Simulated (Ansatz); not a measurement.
Ansatz (a program for electronic structure) input (MP2/LANL2DZ): The .json file is the Basis Set Exchange's LANL2DZ.

Ansatz 0.2 input:
```yaml
crystal:
  periodic: [false, false, false]
  atoms:
    - {symbol: C, position_ang: [3.24006800, 0.13599800, -0.06355700]}
    - {symbol: C, position_ang: [1.90269700, -0.42678900, 0.40558900]}
    - {symbol: C, position_ang: [0.71583000, 0.29185500, -0.23822600]}
    - {symbol: C, position_ang: [-0.62961900, -0.28104500, 0.24745500]}
    - {symbol: C, position_ang: [-1.74751900, 0.45324200, -0.41923000]}
    - {symbol: O, position_ang: [-3.10284400, -0.12618400, 0.13506400]}
    - {symbol: H, position_ang: [3.35483600, 0.03543200, -1.14460100]}
    - {symbol: H, position_ang: [4.06838200, -0.39176900, 0.40865100]}
    - {symbol: H, position_ang: [3.33398200, 1.19427200, 0.18759000]}
    - {symbol: H, position_ang: [1.82551200, -0.34236700, 1.49330400]}
    - {symbol: H, position_ang: [1.84643300, -1.49376700, 0.17097700]}
    - {symbol: H, position_ang: [0.78196200, 0.20421500, -1.32653000]}
    - {symbol: H, position_ang: [0.76254500, 1.35862900, -0.00173000]}
    - {symbol: H, position_ang: [-0.70564500, -0.17524600, 1.33148300]}
    - {symbol: H, position_ang: [-0.67306000, -1.34651600, -0.00105100]}
    - {symbol: H, position_ang: [-1.80715900, 0.31422600, -1.49586000]}
    - {symbol: H, position_ang: [-1.83354100, 1.49839500, -0.13699500]}
    - {symbol: H, position_ang: [-3.11678400, -1.10139700, 0.14677800]}
    - {symbol: H, position_ang: [-3.90344900, 0.21579800, -0.30471300]}
basis:
  gaussian:
    orbitals: LANL2DZ.json
total_charge: 1
magnetization: {spin_polarized: false}
correlation: {method: mp2, electrons: outside_noble_gas}
```

Output:

```
Functional definition: HF
integrals: 0.04 GiB planned
1010 factors; integrals over basis functions are off by at most 6.1e-4 eV
mean field: 0.31 GiB planned
mean field evaluation 1: about -7380.5760 eV, gradient 4.6e1 eV
mean field evaluation 2: about -7380.5390 eV, gradient 4.5e1 eV
mean field evaluation 4: about -7385.9697 eV, gradient 3.7e0 eV
mean field evaluation 8: about -7386.0147 eV, gradient 2.7e-4 eV
mean field -7386.01472060 eV, -271.4310345613 hartree, gradient 8.2e-6 eV, S^2 0.000000; 0 other end points of the search recorded, 0 dependent functions left out
6 core orbitals not correlated
reference -7386.01472060 eV, -271.4310345613 hartree; 19, 19 occupied and 55, 55 virtual orbitals, 1010 factors
second order -14.75205505 eV of doubles, -0.00000000 eV of singles
Total energy: -7400.76677565 eV, -271.9731625851 hartree
```

The dipole moment of an ion depends on the origin.

The geometry given is a B3LYP-D3(BJ)/def2-TZVP minimum.
